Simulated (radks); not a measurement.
F V, 5 electrons, occupied as [He] 2s2 2p1 (the NIST ground configuration). All-electron calculation, scalar-relativistic Kohn-Sham, PBE, spin-unpolarised, spherical densities, point nucleus. Program: a radial shooting solver on a logarithmic mesh with Libxc functionals.

Radial electron density D(r) = 4 pi r^2 rho(r):

| r (bohr) | D(r) (e/bohr) |
|---|---|
| 0.008303 | 0.3485 |
| 0.01006 | 0.4952 |
| 0.01229 | 0.7091 |
| 0.01501 | 1.006 |
| 0.01833 | 1.413 |
| 0.02239 | 1.957 |
| 0.02713 | 2.636 |
| 0.03314 | 3.526 |
| 0.04047 | 4.607 |
| 0.04943 | 5.846 |
| 0.06038 | 7.163 |
| 0.07316 | 8.361 |
| 0.08936 | 9.336 |
| 0.1091 | 9.791 |
| 0.1333 | 9.521 |
| 0.1615 | 8.520 |
| 0.1973 | 6.872 |
| 0.241 | 5.026 |
| 0.2943 | 3.537 |
| 0.3595 | 2.828 |
| 0.4356 | 2.933 |
| 0.532 | 3.481 |
| 0.6498 | 3.848 |
| 0.7936 | 3.561 |
| 0.9694 | 2.631 |
| 1.175 | 1.543 |
| 1.435 | 0.6628 |
| 1.752 | 0.2020 |
| 2.14 | 0.04063 |
| 2.614 | 0.004949 |

D(r) has 2 maxima, at r = 0.113, 0.666 bohr, and minima at 0.383 bohr, inside which lie 2.14 electrons.
